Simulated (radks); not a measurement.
Q: Coherent X-ray form factor from a spherical all-electron density. Calculated with a radial shooting solver on a logarithmic mesh with Libxc functionals: scalar-relativistic Kohn-Sham, PBEsol, spin-polarised, spherical densities, finite nucleus; Fermi nuclear charge, rms radius of each element as measured or else 0.836 A^(1/3) + 0.57 fm.

sin(theta)/lambda (1/angstrom)  f0 (electrons)
0.05                                    71.650
0.1                                     70.624
0.15                                    68.988
0.2                                     66.845
0.25                                    64.318
0.3                                     61.536
0.4                                     55.684
0.5                                     50.042
0.6                                     44.997
0.8                                     36.871
1                                       30.678
1.25                                    24.703
1.5                                     20.363
2                                       15.437

The species is in the configuration that NIST lists as its ground one. Which atom or ion scatters so?

A: The bismuth ion Bi11+, [Xe] 4f14 5d4. Extrapolating in s^2 from the first two rows gives f0(0) = 72.0, near the electron count 72; among species with that count, the fall with angle is slower the higher Z, and the table is that of Z = 83; from so few rows the species is fixed only to a neighbour or two.
